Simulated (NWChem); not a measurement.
System: C2H6BF; SMILES CB(C)F

NWChem input:

```
start job
memory heap 200 mb stack 900 mb global 1100 mb
geometry units angstroms noautoz
  B      0.076918    -0.000962    -0.002000
  F      1.419463     0.010812    -0.004601
  C     -0.645026    -1.398599     0.030955
  H     -0.911117    -1.679435    -1.000529
  H     -1.588205    -1.373544     0.589523
  H     -0.012294    -2.199727     0.427938
  C     -0.662790     1.387872    -0.032183
  H     -1.659240     1.335031    -0.485055
  H     -0.079083     2.166901    -0.535413
  H     -0.811728     1.727152     1.005311
end
basis spherical
  B library def2-svp
  F library def2-svp
  C library def2-svp
  H library def2-svp
end
dft
  xc xwpbe 1.00 cpbe96 1.0 hfexch 1.00
  cam 0.4 cam_alpha 0.0 cam_beta 1.0
  iterations 150
  vectors input atomic output neutral.movecs
end
task dft energy
charge 1
dft
  odft
  mult 2
  vectors input atomic output cation.movecs
end
task dft energy
```

NWChem printed, in part:

```
             Northwest Computational Chemistry Package (NWChem) 7.3.0
             --------------------------------------------------------

 C1  symmetry detected

                             Geometry "geometry" -> ""
                             -------------------------

 Output coordinates in angstroms (scale by  1.889725989 to convert to a.u.)

  No.       Tag          Charge          X              Y              Z
 ---- ---------------- ---------- -------------- -------------- --------------
    1 B                    5.0000     0.06907076    -0.00094639    -0.00011448
    2 F                    9.0000     1.41158854     0.01383515    -0.00005433
    3 C                    6.0000    -0.64979930    -1.40054645     0.00477058
    4 H                    1.0000    -0.91343326    -1.66216763    -1.03238129
    5 H                    1.0000    -1.59402000    -1.38827017     0.56200407
    6 H                    1.0000    -0.01597933    -2.20773149     0.38749231
    7 C                    6.0000    -0.67369041     1.38657669    -0.00504789
    8 H                    1.0000    -1.66921583     1.34021953    -0.46065516
    9 H                    1.0000    -0.09083866     2.17638300    -0.49221348
   10 H                    1.0000    -0.82522527     1.70560093     1.03847880

 Effective nuclear repulsion energy (a.u.)     110.5735234880

  pbe96 is a nonlocal functional; adding pw91lda local functional.

                                 NWChem DFT Module
                                 -----------------

 Summary of "ao basis" -> "ao basis" (spherical)
 ------------------------------------------------------------------------------
       Tag                 Description            Shells   Functions and Types
 ---------------- ------------------------------  ------  ---------------------
 B                          def2-svp                 6       14   3s2p1d
 F                          def2-svp                 6       14   3s2p1d
 C                          def2-svp                 6       14   3s2p1d
 H                          def2-svp                 3        5   2s1p

            General Information
            -------------------
          SCF calculation type: DFT
          Wavefunction type:  closed shell.
          No. of atoms     :    10
          No. of electrons :    32
           Alpha electrons :    16
            Beta electrons :    16
          Charge           :     0
          Spin multiplicity:     1
          Use of symmetry is: off; symmetry adaption is: off
          Maximum number of iterations: 150
          AO basis - number of functions:    86
                     number of shells:    42
          Convergence on energy requested:  1.00D-06
          Convergence on density requested:  1.00D-05
          Convergence on gradient requested:  5.00D-04

              XC Information
              --------------
                     Hartree-Fock (Exact) Exchange  1.000
                     LC-wPBE(h)Exchange Functional  1.000
            Perdew 1991 LDA Correlation Functional  1.000 local
           PerdewBurkeErnz. Correlation Functional  1.000 non-local

           Range-Separation Parameters
           ---------------------------
           Alpha           :  0.00
           Beta            :  1.00
           Gamma           :  0.40
           Short-Range HF  :     F

             Grid Information
             ----------------
          Grid used for XC integration:  medium
          Radial quadrature: Mura-Knowles
          Angular quadrature: Lebedev.
          Tag              B.-S. Rad. Rad. Pts. Rad. Cut. Ang. Pts.
          ---              ---------- --------- --------- ---------
          B                   0.85       49           8.0       434
          F                   0.50       49          10.0       434
          C                   0.70       49          10.0       434
          H                   0.35       45          11.0       434
          Grid pruning is: on
          Number of quadrature shells:   466
          Spatial weights used:  Erf1

      Superposition of Atomic Density Guess
      -------------------------------------

 Sum of atomic energies:        -202.04180114

      Non-variational initial energy
      ------------------------------

 Total energy =    -204.072857
 1-e energy   =    -493.733062
 2-e energy   =     179.086681
 HOMO         =      -0.371873
 LUMO         =       0.039018

   convergence    iter        energy       DeltaE   RMS-Dens  Diis-err
 ---------------- ----- ----------------- --------- --------- ---------
 d= 0,ls=0.0,diis     1   -204.2436325183 -3.15D+02  9.99D-03  5.08D-01
 d= 0,ls=0.0,diis     2   -204.2812285171 -3.76D-02  3.44D-03  2.90D-01
 d= 0,ls=0.0,diis     3   -204.3022192888 -2.10D-02  1.03D-03  1.55D-02
 d= 0,ls=0.0,diis     4   -204.3036855175 -1.47D-03  2.32D-04  6.90D-04
 d= 0,ls=0.0,diis     5   -204.3037727638 -8.72D-05  7.53D-05  3.48D-05
  Resetting Diis
 d= 0,ls=0.0,diis     6   -204.3037791362 -6.37D-06  1.80D-05  1.37D-06
 d= 0,ls=0.0,diis     7   -204.3037794310 -2.95D-07  5.97D-06  7.68D-08

         Total DFT energy =     -204.303779430964
      One electron energy =     -497.824716902418
           Coulomb energy =      210.422215586217
    Exchange-Corr. energy =      -27.474801602812
 Nuclear repulsion energy =      110.573523488050

 Numeric. integr. density =       31.999994265324

                       DFT Final Molecular Orbital Analysis
                       ------------------------------------

[...]
```

Level: LC-wPBE (HJS exchange hole, range parameter 0.4 per bohr)/def2-SVP, vertical spin-unrestricted ions. Geometry: optimised at B3LYP/6-31G* (spherical d).
